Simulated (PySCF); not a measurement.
C₆H₁₀Cl₂Si.
Atom-mapped SMILES: `[CH2:1]=[CH:2][C@@H:3]([Cl:4])[C@@H:5]([Cl:6])[C@@H:7]1[CH2:8][SiH2:9]1`

Definitions: NICS(0) = −σiso at the ring centroid; NICS(1) = −σiso and NICS(1)zz = −σzz at ±1 Å along the ring normal z. Level: GIAO PBE0/pcSseg-1 (PySCF, non-relativistic, gas phase) on the GFN2-xTB geometry, one conformer.

Ring bond lengths (Å), with Mayer bond orders in brackets: C7–C8 1.536 (0.88), C8–Si9 1.877 (0.97), Si9–C7 1.897 (0.88).

Question: Give the NICS values of each ring in ppm.

Answer: 
```json
{"ring": "C7–C8–Si9", "type": "3-membered ring with Si; formal bonds all single", "NICS(0)": "-28.2", "NICS(1), two faces": "-8.5 / -8.1", "NICS(1)zz, two faces": "-17.5 / -14.2", "rms pucker (Å)": "0.00", "centre to ring atoms, mean (Å)": "1.02"}
```

Question: What do they say, and how far can they be read as aromaticity?

Answer: 
- C7–C8–Si9: mean NICS(1)zz -15.8 ppm, shielded. C7, C8, Si9 have four or more neighbours; no verdict on aromaticity is drawn. The two faces differ by 3.3 ppm, so no symmetry operation interchanges them. NICS(0) lies 20 ppm below the mean NICS(1).

Question: At the second NICS(1) probe listed for ring C7–C8–Si9, 1 Å off the ring, what do the in-plane components average?

Answer: The isotropic value is a third of the trace: (3 × -8.1 − (-14.2))/2 = -5.0 ppm.

Question: Give the inner angles of the rings and the Hirshfeld charges of the ring atoms.

Answer: 
- C7–C8–Si9: C7 65.3° (-0.127 e), C8 66.7° (-0.165 e), Si9 48.0° (+0.314 e); sum 180.0° against 180° for a flat convex ring.

Question: What are the shieldings of the ring atoms and their hydrogens in the same run (means over atoms taken as equivalent)?

Answer: 
```
   atoms                  environment  σ isotropic (ppm)  principal values of the symmetric part, first atom (ppm)
      C7  sp3 carbon bound to silicon              174.1                                       145.3, 167.6, 209.4
      C8  sp3 carbon bound to silicon              185.1                                       155.8, 192.2, 207.4
     Si9                 SiH2 silicon              479.3                                       387.0, 403.1, 647.8
 H on C7             methine hydrogen              29.83                                          23.1, 30.6, 35.8
 H on C8           methylene hydrogen              31.06                                          25.3, 29.0, 38.9
 H on C8           methylene hydrogen              30.65                                          25.1, 26.2, 40.7
H on Si9                Si–H hydrogen              28.73                                          23.9, 25.6, 36.8
H on Si9                Si–H hydrogen              29.10                                          24.4, 27.5, 35.4
```

The values belong to the conformer `[CH2:1]=[CH:2][C@@H:3]([Cl:4])[C@@H:5]([Cl:6])[C@@H:7]1[CH2:8][SiH2:9]1`: C1–C2–C3–Cl4 120°, C2–C3–C5–Cl6 173°, C3–C5–C7–C8 169°.
